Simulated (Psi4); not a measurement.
Psi4 input (wB97X-D/6-311+G**):

```
memory 1500 MB

molecule {
0 1
F    -1.81252000   -1.50158200    0.52213600
Si   -1.42748200   -0.02267100    0.01317000
Si    0.90169900    0.05596900   -0.33182800
F     1.25242400    1.49625300   -0.93452700
F     1.65904300   -0.07125800    1.06937600
H    -1.85076900    0.95389300    1.04005500
H    -2.14894700    0.23020600   -1.25409500
H     1.47016000   -0.96099800   -1.23759900
symmetry c1
no_reorient
no_com
}

set {
  basis 6-311+G**
  reference rks
  scf_type df
  df_basis_scf def2-universal-jkfit
  dft_radial_points 99
  dft_spherical_points 590
  e_convergence 1e-8
  d_convergence 1e-7
  maxiter 150
}

e = energy('wb97x-d')
print_out(f'\nFINAL {e:.10f} DIPOLE {variable("CURRENT DIPOLE")[0]:.6f} {variable("CURRENT DIPOLE")[1]:.6f} {variable("CURRENT DIPOLE")[2]:.6f}\n')
```

From the output:

```
      63A      0.494363    64A      0.510460    65A      0.536896
      66A      0.606416    67A      0.612359    68A      0.658770
      69A      0.682026    70A      0.685102    71A      0.730883
      72A      0.745499    73A      0.909291    74A      0.935978
      75A      0.985961    76A      1.020255    77A      1.026318
      78A      1.238634    79A      1.261663    80A      1.273785
      81A      1.303940    82A      1.343971    83A      1.350928
      84A      1.369400    85A      1.388637    86A      1.396596
      87A      1.411035    88A      1.448218    89A      1.459595
      90A      1.469479    91A      1.481468    92A      1.488772
      93A      1.518300    94A      1.601585    95A      1.611131
      96A      1.618690    97A      1.687010    98A      1.722250
      99A      2.022474   100A      2.054237   101A      2.073858
     102A      2.090267   103A      2.117291   104A      2.177568
     105A      2.667016   106A      2.708473   107A      2.743382
     108A      3.842486   109A      3.843261   110A      3.849860
     111A      3.851251   112A      3.858034   113A      3.859038
     114A      3.861813   115A      3.900362   116A      3.910313
     117A      3.912008   118A      3.919197   119A      3.978997
     120A      4.131491   121A      4.213201   122A      4.310793
     123A      5.678665   124A      5.754373   125A      6.379750
     126A      6.382542   127A      6.410598   128A      6.423736
     129A      6.425092   130A      6.448188   131A      6.455713
     132A      6.471619   133A      6.475501   134A     11.411770
     135A     11.491388   136A     11.505065   137A     11.526256
     138A     11.538120   139A     11.550741   140A     66.918287
     141A     66.924212   142A     66.935634   143A    141.166606
     144A    141.242630

    Final Occupation by Irrep:
              A
    DOCC [    29 ]
    NA   [    29 ]
    NB   [    29 ]

  @DF-RKS Final Energy:  -880.50295566318641

   => Energetics <=

    Nuclear Repulsion Energy =            304.1478708495026240
    One-Electron Energy =               -1828.6051127308683135
    Two-Electron Energy =                 697.4497608537033102
    DFT Exchange-Correlation Energy =     -53.4926799186252495
    Empirical Dispersion Energy =          -0.0027947168987343
    VV10 Nonlocal Energy =                  0.0000000000000000
    Total Energy =                       -880.5029556631864125

Computation Completed

Properties will be evaluated at   0.000000,   0.000000,   0.000000 [a0]

Properties computed using the SCF density matrix

 Multipole Moments:

 ------------------------------------------------------------------------------------
     Multipole            Electronic (a.u.)      Nuclear  (a.u.)        Total (a.u.)
 ------------------------------------------------------------------------------------

 L = 1.  Multiply by 2.5417464519 to convert [e a0] to [Debye]
 Dipole X            :         -0.3658908            0.0000094           -0.3658813
 Dipole Y            :          0.0793361           -0.0000189            0.0793172
 Dipole Z            :         -0.4691585            0.0000265           -0.4691321
 Magnitude           :                                                    0.6002044

 ------------------------------------------------------------------------------------

FINAL -880.5029556632 DIPOLE -0.365881 0.079317 -0.469132

*** Psi4 exiting successfully. Buy a developer a beer!
```

The geometry given is a B3LYP-D3(BJ)/def2-TZVP minimum.
